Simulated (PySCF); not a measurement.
Compound: H4OSeSi.
Bonds: O1–Si2, Si2–Se3. Hydrogens: H4 on O1; H5, H6 on Si2; H7 on Se3.

Theory: PBE0-D3(BJ)/def2-SVP geometry optimisation, gas phase (PySCF).

**Question.** List the bond lengths, angles and torsions at this level.

**Answer.** 
```json
{"bond": "O1–Si2", "length (pm)": "166.1", "order": "single"}
{"bond": "Si2–Se3", "length (pm)": "228.3", "order": "single"}
{"bond": "O1–H4", "length (pm)": "96.2", "order": "single"}
{"bond": "Si2–H5, Si2–H6", "length (pm)": "148.9", "order": "single"}
{"bond": "Se3–H7", "length (pm)": "147.2", "order": "single"}
```

Bonds in one row agree within 1 pm and their mean is given. Orders are formal, as drawn. A selection of angles:
```json
{"angle": "Si2–O1–H4", "degrees": "116.3"}
{"angle": "O1–Si2–Se3", "degrees": "112.8"}
{"angle": "O1–Si2–H5", "degrees": "113.3"}
{"angle": "O1–Si2–H6", "degrees": "104.9"}
{"angle": "Se3–Si2–H5", "degrees": "102.6"}
{"angle": "Se3–Si2–H6", "degrees": "111.9"}
{"angle": "H5–Si2–H6", "degrees": "111.5"}
{"angle": "Si2–Se3–H7", "degrees": "93.1"}
```

Torsions: H4–O1–Si2–Se3 -49° (synclinal); H7–Se3–Si2–O1 -62° (synclinal). The mirror-image conformer, all signs reversed, is as good.

Si2 (oxygen-bound silicon) is distorted tetrahedral (angles from 102.6° to 113.3°). O1 (silanol oxygen) is bent (angle 116.3°). Se3 (selenium bonded to Si and H) is bent (angle 93.1°).

Whether it is a minimum is left open (no frequencies). One conformer, not necessarily the lowest (H–O1–Si2–Se3 -49°, O1–Si2–Se3–H -62°).
